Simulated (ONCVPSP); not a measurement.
## Potentials for manganese compared

Generated with ld1.x 7.5 (TM, RRKJ, ultrasoft, PAW), atompaw 4.2 or ONCVPSP 4.0.1. The cutoff is in Ry: for ld1.x and atompaw files where the sum of valence levels is converged to 10 mRy in a Bessel basis, for ONCV files where the hardest occupied wave has 1 mHa per electron of residual kinetic energy. The error is the largest all-electron minus pseudo excitation energy over each file’s own four to seven test configurations (ionisations up to +4, promotions, holes and added fractions of an electron), all of which were solved. The labels leave out finer settings (local radius, basis sizes, second energies), which also bear on the numbers. Spin-polarised tests are not counted. The rows are a selection from randomly drawn settings: files with unsolved tests, undetermined cutoffs or missed reference levels are left out.

A true bound ghost makes a file unfit for plane-wave use even where its test errors are small: the radial tests pick states by their node count and pass the ghost by.

| potential | cutoff (Ry) | largest error (meV) | bound ghosts |
| --- | --- | --- | --- |
| ONCV, BLYP, scalar-relativistic, rc 1.40/0.95/1.80/1.95 (spdf), local smoothed, core correction yes, reference 3s2 3p6 3d5 4s1.5, qcut 7.7/9.2/7.5/5, projectors 2/2/2/1 | 56 | -601 | none |
| ONCV, BLYP, fully relativistic, rc 1.50/0.80/1.90 (spd), local smoothed, core correction yes, reference 3s2 3p6 3d5 4s1.5, qcut 7.9/9.8/8.2, projectors 2/2/2 | 126 | -577 | none |
| ONCV, LDA (Perdew-Zunger), non-relativistic, rc 2.60/0.95/1.20 (spd), local smoothed, core correction yes, reference 3p6 3d5 4s1, qcut 2.5/8.3/14.4, projectors 2/2/1 | 142 | +19 | s |
| ONCV, LDA (Perdew-Wang 92), scalar-relativistic, rc 1.65/1.15/1.15 (spd), local d, core correction yes, reference 3s2 3p6 3d5 4s1.5, qcut 6.6/15.3/10.7, projectors 3/2/0 | 108 | -41 | none |
| ONCV, PBEsol, fully relativistic, rc 1.10/1.35/1.95 (spd), local smoothed, core correction yes, reference 3s2 3p6 3d5.5 4s1.5, qcut 13.8/12.1/7.1, projectors 2/2/3 | 112 | +29 | none |
| ONCV, PBEsol, scalar-relativistic, rc 1.65/0.95/1.55 (spd), local smoothed, core correction no, reference 3s2 3p6 3d5 4s1.75, qcut 7.3/7.9/9.5, projectors 2/2/2 | 74 | +321 | none |
| ONCV, PBE, scalar-relativistic, rc 2.35/2.05/2.00 (spd), local smoothed, core correction yes, reference 3d5 4s2, qcut 2.4/3.9/8.1, projectors 2/1/1 | 54 | +103 | none |

(1) Fill in the row for Mn: ONCV, PBE, fully relativistic, rc 1.55/1.45/0.95/1.60 (spdf), local smoothed, core correction yes, reference 3s2 3p6 3d5 4s1.5, qcut 6.4/9.5/11.3/7.4, projectors 3/3/2/2.

(2) Fill in the row for Mn: ONCV, Wu-Cohen, scalar-relativistic, rc 1.25/1.40/1.25 (spd), local smoothed, core correction no, reference 3s2 3p6 3d5 4s1.75, qcut 11.1/8.9/13.8, projectors 3/2/2.

## Answers

(1) cutoff 167 Ry, largest error +0.2 meV, bound ghosts: none.

(2) cutoff 131 Ry, largest error -12 meV, bound ghosts: none.
